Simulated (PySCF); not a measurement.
```xyz
9

C      2.2753     0.7190     0.5613
C      1.4258     0.0998    -0.0224
C      0.4555    -0.6634    -0.7201
C     -0.7928    -0.2950    -0.8696
C     -2.0298     0.0549    -1.0261
H      3.0203     1.2741     1.0798
H      0.7778    -1.6088    -1.1527
H     -2.3426     0.6468    -1.8809
H     -2.7894    -0.2274    -0.3035
```

Charge 0, multiplicity 1.

Problem. Give the Mulliken and meta-Löwdin atomic charges from ωB97X-D3(BJ)/def2-TZVP // PBE0-D3(BJ)/def2-TZVP run with PySCF 2.14.0.

Solution. 
```csv
atom,Mulliken (e),meta-Löwdin (e)
C1,-0.12,-0.21
C2,-0.03,-0.02
C3,-0.24,-0.17
C4,0.01,0.07
C5,-0.26,-0.29
H6,0.18,0.17
H7,0.15,0.15
H8,0.15,0.15
H9,0.15,0.15
```
